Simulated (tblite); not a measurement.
Species: C7H9O (doublet state).
Geometry (GFN2-xTB, Å), atoms numbered from 1 in this order:
```xyz
17
C7H9O angstrom
C     -1.6596   -1.1965   -0.7604
C     -0.8890   -0.1249   -0.7004
C     -0.4809    0.5536    0.5833
C     -0.8166    2.0524    0.5290
C      0.9413    0.3490    0.8275
C      1.9909   -0.3705    0.5392
C      2.0432   -1.5288   -0.3750
O      3.0384   -2.1615   -0.6044
H     -2.0591   -1.6631    0.1254
H     -1.9265   -1.6513   -1.6997
H     -0.4919    0.3273   -1.5993
H     -1.0239    0.1011    1.4229
H     -0.5480    2.5327    1.4662
H     -0.2664    2.5318   -0.2771
H     -1.8812    2.1865    0.3545
H      2.9515   -0.1516    0.9949
H      1.0707   -1.7740   -0.8364
```

Level: GFN2-xTB in tblite, geometry and Hessian alike; calculated harmonic values, unscaled, isolated species. Errors from tens to a few hundred cm⁻¹ against measured bands are possible. One conformer, not necessarily the lowest. Open shells enter through the occupations alone, without spin polarisation, and single modes of such species can be off by tens of per cent.

Harmonic wavenumbers (cm⁻¹): 32.7, 72.6, 107.2, 130.7, 193.5, 213.1, 240.6, 300.0, 387.1, 414.1, 526.4, 590.2, 658.7, 777.5, 846.1, 889.6, 894.3, 908.9, 976.6, 1014.4, 1020.1, 1072.2, 1079.9, 1144.0, 1206.1, 1228.9, 1252.6, 1281.0, 1349.7, 1399.3, 1407.8, 1489.2, 1493.5, 1681.0, 1711.8, 1784.7, 2797.4, 2902.4, 2997.3, 3042.3, 3043.9, 3047.7, 3064.5, 3096.2, 3121.1.

A = 3268, B = 1244, C = 953.4 MHz; mass 109.065 u (most abundant isotopes); point group C1, symmetry number 1; spin multiplicity 2.

Task: Zero-point energy?

Result: ½Σν̃ = 29444 cm⁻¹ = 84.19 kcal/mol.

Task: What is S at 200 K and 1 bar for an ideal gas of classical rigid rotors and harmonic oscillators?

Result: Translation 38.02, rotation 27.62, vibration 19.24, spin (R ln 2) 1.38: S = 86.3 cal/(mol K).

Task: And Cp and H(200 K) − H(0)?

Result: Cp = 26.83 cal/(mol K), of which vibrations give 18.88 (their classical limit is 45 R = 89.4); H(200 K) − H(0) = 3.61 kcal/mol without the zero-point energy, 2.02 from vibrations.

Task: What must be added to the electronic energy to get the Gibbs energy at 200 K and 1 bar?

Result: ZPE + [H(200 K) − H(0)] − T·S = 84.19 + 3.61 − 17.25 = 70.55 kcal/mol.

Task: How do the functions run with temperature in this model?

Result: 
| T (K) | S (cal/(mol K)) | Cp (cal/(mol K)) | H − H(0) (kcal/mol) | G − H(0) (kcal/mol) | ln q(vib) |
| --- | --- | --- | --- | --- | --- |
| 50 | 59.7 | 13.4 | 0.51 | -2.47 | 0.70 |
| 100 | 70.7 | 18.7 | 1.32 | -5.75 | 1.98 |
| 298.15 | 98.5 | 35.0 | 6.64 | -22.72 | 7.03 |
| 373.15 | 107.0 | 41.4 | 9.51 | -30.43 | 8.82 |
| 500 | 120.5 | 50.9 | 15.38 | -44.87 | 11.77 |
| 750 | 143.9 | 64.4 | 29.90 | -78.00 | 17.33 |
| 1000 | 163.7 | 73.3 | 47.18 | -116.51 | 22.47 |

q(vib) and H(0) count from the zero-point level.

Task: Blend soft modes into free rotors: weight 1/[1 + (100 cm⁻¹/ν̃)⁴] for the oscillator and the rest for a rotor with moment μB/(μ + B), μ = h/(8π²ν), B = 10⁻⁴⁴ kg m². What vibrational entropy results?

Result: 17.55 cal/(mol K) in place of 19.24, which changes −T·S at 200 K by +0.34 kcal/mol.

Hindered rotation and anharmonicity are outside this model. Other conformers, if any are populated, would add a mixing term that is left out. The structure is chiral; the term R ln 2 for an equal mix with its mirror image is left out.

Time: 0.51 s wall. Hardware: Arm Neoverse V1, one thread, no GPU, on a shared host. This covers the Hessian and the dipole derivatives.
